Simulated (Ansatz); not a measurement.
Species: C4H6B, charge 0, multiplicity 2. It need not be the lowest isomer of its formula. SMILES: C#CB([CH2])C
Coordinates optimised at B3LYP-D3(BJ)/def2-TZVP (Ansatz, a program for electronic structure):
```xyz
11

C      2.2803    -0.1283    -0.1524
C      1.0777    -0.0369    -0.0660
B     -0.4384     0.0764     0.0424
C     -1.0307     1.4358     0.4175
C     -1.3310    -1.1877    -0.2305
H      3.3378    -0.2091    -0.2284
H     -2.1000     1.5980     0.5147
H     -0.4225     2.3137     0.6076
H     -2.4012    -1.0026    -0.1274
H     -1.0554    -2.0030     0.4472
H     -1.1440    -1.5768    -1.2372
```
Charge 0, spin multiplicity 2.

Atomisation energy built up term by term with Ansatz (kcal/mol; UHF references for open shells; valence terms freeze the core; atomic spin-orbit terms are left out). CBS(X,Y): correlation extrapolated as X^-3; Hartree-Fock from the larger set.

| term | basis | kcal/mol |
|---|---|---|
| Hartree-Fock | cc-pVQZ | 841.80 |
| CCSD correlation | CBS(cc-pVTZ,cc-pVQZ) | 234.92 |
| (T) | CBS(cc-pVTZ,cc-pVQZ) | 17.36 |
| core correlation | cc-pwCVTZ | 5.70 |
| scalar relativity (X2C) | cc-pVTZ-DK against cc-pVTZ | -0.68 |
| sum: De |  | 1099.1 |

(T) makes 1.6 % of the CCSD(T) atomisation energy; under 5 % is typical of single-reference molecules.
